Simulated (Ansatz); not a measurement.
Total energies of Zr₃O₇H₂ from Ansatz at PBE0-D4/def2-TZVP, gas phase (1 Eh = 27.2114 eV = 2625.5 kJ/mol). The reference geometry is relaxed at PBE0-D4/def2-SVP.

Cartesian coordinates in Å:
```
Zr -0.520 -2.014 -0.234
Zr 1.138 0.667 0.128
Zr -1.897 0.714 0.419
O -0.876 -3.481 -1.120
O -0.537 0.144 -0.960
O 1.575 -1.358 -0.303
O 2.524 1.894 -0.403
O 1.150 -1.188 1.102
O -2.101 -1.139 0.769
O -0.275 1.439 1.263
H 3.213 2.528 -0.603
H -3.395 1.794 -0.057
```

| state | geometry | energy (Eh) |
| --- | --- | --- |
| charge 0 singlet | reference | -669.09717 |
| charge 1 doublet | reference | -668.74779 |
| free Zr atom (triplet) | – | -46.88229 |
| free O atom (triplet) | – | -75.01860 |
| free H atom (doublet) | – | -0.50104 |

In the def2 sets Zr takes a core potential; there is no spin–orbit coupling. The structure holds one bond between oxygen atoms, so isomers without such links may lie far lower.

(1) Work out the vertical ionisation energy to the doublet.

(2) What is the binding energy per atom against free atoms?

(1) E(charge 1 doublet) − E(charge 0 singlet) = -668.74779 − (-669.09717) = 0.34938 Eh = 9.51 eV. For comparison, −ε of the highest occupied level is 7.85 eV at this level, 1.66 eV less.

(2) Atoms: 3 × (-46.88229) + 7 × (-75.01860) + 2 × (-0.50104) = -666.77915 Eh. Binding: -666.77915 − (-669.09717) = 2.31802 Eh = 63.08 eV, or 5.26 eV for each of 12 atoms (no zero-point energy, no counterpoise term).

The structure comes from a short search, and lower isomers may exist.
